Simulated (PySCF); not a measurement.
C₂H₁₀BFSi₂ (SMILES CB(C)[SiH2][SiH2]F), singlet, geometry from GFN2-xTB; PySCF with DF-R2SCAN/def2-TZVP.

The PySCF input:
```python
from pyscf import gto, scf, dft

mol = gto.Mole()
mol.atom = '''
    Si    1.91291216    0.38741193    0.04448694
    F     1.19840064    1.27576329    1.20533952
    Si    0.21833074   -0.86108217   -0.92825914
    B    -1.50723209   -0.36526191   -0.13160462
    C    -2.00503603   -1.08216701    1.18028335
    C    -2.29558797    0.88752963   -0.67145485
    H     2.94698735   -0.30860804    0.80585054
    H     2.55883224    1.42374850   -0.75725970
    H     0.32749338   -0.65075709   -2.38801076
    H     0.60071361   -2.28243633   -0.78342115
    H    -3.05131529   -0.90775020    1.42552201
    H    -1.83320079   -2.15784137    1.18320430
    H    -1.41942678   -0.68686729    2.01400229
    H    -3.34706446    0.91586786   -0.39042624
    H    -1.83535314    1.77501080   -0.22954767
    H    -2.23076827    1.02328047   -1.75010649
'''
mol.basis = 'def2-tzvp'
mol.verbose = 4
mol.max_memory = 1800
mol.build()

mf = dft.RKS(mol)
mf.xc = 'r2scan'
mf = mf.density_fit(auxbasis='def2-universal-jkfit')
mf.kernel()
```

### Question
What does PySCF print? Leave out banner, timings and long lists.

### Answer

```
PySCF version 2.14.0

[INPUT] verbose = 4
[INPUT] num. atoms = 16
[INPUT] num. electrons = 64
[INPUT] charge = 0
[INPUT] spin (= nelec alpha-beta = 2S) = 0
[INPUT] symmetry False subgroup None
[INPUT] Mole.unit = angstrom
[INPUT] Symbol           X                Y                Z      unit          X                Y                Z       unit  Magmom
[INPUT]  1 Si     1.912912160000   0.387411930000   0.044486940000 AA    3.614880082750   0.732102445089   0.084068132720 Bohr   0.0
[INPUT]  2 F      1.198400640000   1.275763290000   1.205339520000 AA    2.264648997103   2.410843217874   2.277761579915 Bohr   0.0
[INPUT]  3 Si     0.218330740000  -0.861082170000  -0.928259140000 AA    0.412585303174  -1.627209472046  -1.754155547224 Bohr   0.0
[INPUT]  4 B     -1.507232090000  -0.365261910000  -0.131604620000 AA   -2.848255856256  -0.690244973636  -0.248696688527 Bohr   0.0
[INPUT]  5 C     -2.005036030000  -1.082167010000   1.180283350000 AA   -3.788968966585  -2.044999269939   2.230412280884 Bohr   0.0
[INPUT]  6 C     -2.295587970000   0.887529630000  -0.671454850000 AA   -4.338032558146   1.677187928137  -1.268865771511 Bohr   0.0
[INPUT]  7 H      2.946987350000  -0.308608040000   0.805850540000 AA    5.568998984058  -0.583184675439   1.522836817933 Bohr   0.0
[INPUT]  8 H      2.558832240000   1.423748500000  -0.757259700000 AA    4.835492132307   2.690494735260  -1.431013438170 Bohr   0.0
[INPUT]  9 H      0.327493380000  -0.650757090000  -2.388010760000 AA    0.618872795808  -1.229752673719  -4.512686318914 Bohr   0.0
[INPUT] 10 H      0.600713610000  -2.282436330000  -0.783421150000 AA    1.135184202199  -4.313179560457  -1.480451413692 Bohr   0.0
[INPUT] 11 H     -3.051315290000  -0.907750200000   1.425522010000 AA   -5.766150217798  -1.715399267519   2.693846183439 Bohr   0.0
[INPUT] 12 H     -1.833200790000  -2.157841370000   1.183204300000 AA   -3.464247424436  -4.077729209556   2.235932076408 Bohr   0.0
[INPUT] 13 H     -1.419426780000  -0.686867290000   2.014002290000 AA   -2.682327868073  -1.297991062022   3.805912742347 Bohr   0.0
[INPUT] 14 H     -3.347064460000   0.915867860000  -0.390426240000 AA   -6.325035150665   1.730739421691  -0.737798665444 Bohr   0.0
[INPUT] 15 H     -1.835353140000   1.775010800000  -0.229547670000 AA   -3.468314776461   3.354284280145  -0.433782228832 Bohr   0.0
[INPUT] 16 H     -2.230768270000   1.023280470000  -1.750106490000 AA   -4.215541077670   1.933719836916  -3.307221954924 Bohr   0.0

nuclear repulsion = 345.224752017424
number of shells = 110
number of NR pGTOs = 390
number of NR cGTOs = 258
basis = def2-tzvp
ecp = {}

******** <class 'pyscf.df.df_jk.DFRKS'> ********
method = DFRKS
initial guess = minao
damping factor = 0
level_shift factor = 0
DIIS = <class 'pyscf.scf.diis.CDIIS'>
diis_start_cycle = 1
diis_space = 8
diis_damp = 0
SCF conv_tol = 1e-09
SCF conv_tol_grad = None
SCF max_cycles = 50
direct_scf = False
XC library pyscf.dft.libxc version 7.1.2
    S. Lehtola, C. Steigemann, M. J. T. Oliveira, and M. A. L. Marques,  SoftwareX 7, 1–5 (2018)
XC functionals = r2scan
    J. W. Furness, A. D. Kaplan, J. Ning, J. P. Perdew, and J. Sun,  J. Phys. Chem. Lett. 11, 8208–8215 (2020)
    J. W. Furness, A. D. Kaplan, J. Ning, J. P. Perdew, and J. Sun,  J. Phys. Chem. Lett. 11, 9248–9248 (2020)
    J. W. Furness, A. D. Kaplan, J. Ning, J. P. Perdew, and J. Sun,  J. Phys. Chem. Lett. 11, 8208–8215 (2020)
    J. W. Furness, A. D. Kaplan, J. Ning, J. P. Perdew, and J. Sun,  J. Phys. Chem. Lett. 11, 9248–9248 (2020)
radial grids:
    Treutler-Ahlrichs [JCP 102, 346 (1995); DOI:10.1063/1.469408] (M4) radial grids

becke partition: Becke, JCP 88, 2547 (1988); DOI:10.1063/1.454033
pruning grids: <function nwchem_prune>
grids dens level: 3
symmetrized grids: False
atomic radii adjust function: <function treutler_atomic_radii_adjust>
small_rho_cutoff = 0
Set gradient conv threshold to 3.16228e-05
Initial guess from minao.
tot grids = 192984
init E= -785.842687827699
  HOMO = -0.307238861394995  LUMO = -0.147597349116225  gap/eV = 4.34407
cycle= 1 E= -785.77021633859  delta_E= 0.0725  |g|= 0.773  |ddm|= 2.89
  HOMO = -0.195308368982222  LUMO = -0.0611827418445277  gap/eV = 3.64974
cycle= 2 E= -785.526293076905  delta_E= 0.244  |g|= 1.39  |ddm|= 1.57
  HOMO = -0.245496870315992  LUMO = -0.0863911716109997  gap/eV = 4.32949
cycle= 3 E= -785.885524815509  delta_E= -0.359  |g|= 0.18  |ddm|= 1.13
  HOMO = -0.253968491731749  LUMO = -0.091826148499583  gap/eV = 4.41212
cycle= 4 E= -785.891691283638  delta_E= -0.00617  |g|= 0.0501  |ddm|= 0.144
  HOMO = -0.254709393005092  LUMO = -0.0911159349251617  gap/eV = 4.45160
cycle= 5 E= -785.892193022887  delta_E= -0.000502  |g|= 0.0116  |ddm|= 0.0425
  HOMO = -0.254587051423754  LUMO = -0.0917090375555453  gap/eV = 4.43214
cycle= 6 E= -785.892238075956  delta_E= -4.51e-05  |g|= 0.00443  |ddm|= 0.0154
  HOMO = -0.254307032578306  LUMO = -0.0912723161193458  gap/eV = 4.43640
cycle= 7 E= -785.892243522643  delta_E= -5.45e-06  |g|= 0.00109  |ddm|= 0.00442
  HOMO = -0.254450083711876  LUMO = -0.0914200128459626  gap/eV = 4.43627
cycle= 8 E= -785.892243879908  delta_E= -3.57e-07  |g|= 0.000288  |ddm|= 0.00127
  HOMO = -0.254426662356827  LUMO = -0.0913944066627344  gap/eV = 4.43633
cycle= 9 E= -785.892243905234  delta_E= -2.53e-08  |g|= 5.66e-05  |ddm|= 0.000378
  HOMO = -0.254431385297846  LUMO = -0.0913976231607331  gap/eV = 4.43637
cycle= 10 E= -785.892243906228  delta_E= -9.94e-10  |g|= 1.35e-05  |ddm|= 7.05e-05
  HOMO = -0.254431612511607  LUMO = -0.0913980671549258  gap/eV = 4.43637
Extra cycle  E= -785.892243906187  delta_E= 4.09e-11  |g|= 2.12e-05  |ddm|= 2.58e-05
converged SCF energy = -785.892243906187
```
